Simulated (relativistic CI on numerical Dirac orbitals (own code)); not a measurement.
Method of calculation: Dirac-Coulomb-Breit CI, separate exchange-only KLI orbitals for each configuration, model QED (radiative potential, 1s self-energy scaled to tabulated hydrogen-like ionisation energies), unscaled Slater integrals (own radial code, finite nucleus).

The strongest absorption lines from the ground level of an ion, among the configurations computed and to levels below about 420 eV (vacuum wavelength in nm, gf): 5.6079 (0.19), 5.7049 (0.19), 5.7299 (0.45), 5.9157 (1.6), 5.9253 (1), 5.9777 (0.45), 7.5787 (0.35), 7.7961 (0.25).

(1) Which ion is it?
A. In XXXIV
B. In XXXII
C. Tc XXVIII
D. In XXXVI

Results:

(1) A. In XXXIV has 16 electrons and the ground level 3s2 3p4 3P_2; the strongest line goes to 3s2 3p3 3d 3D°_3. The pattern of lines fixes the number of electrons, and along that sequence the line energies rise steadily with the charge (about as its square where n changes within one kind of shell, about linearly where n is kept but much faster in heavy ions where fine structure, which grows about as Z⁴, sets the gap, and irregularly where shells cross), which fixes Z. Configurations outside the model, such as inner-shell arrays, can give stronger lines. At this charge energies of transitions that change n are usually good to better than 1 %, and those within a shell (Δn = 0) to a few per cent.

LS names give the leading component of a level, which can be under half, so a name can repeat, a term be missing and a line seem to break the LS rules.
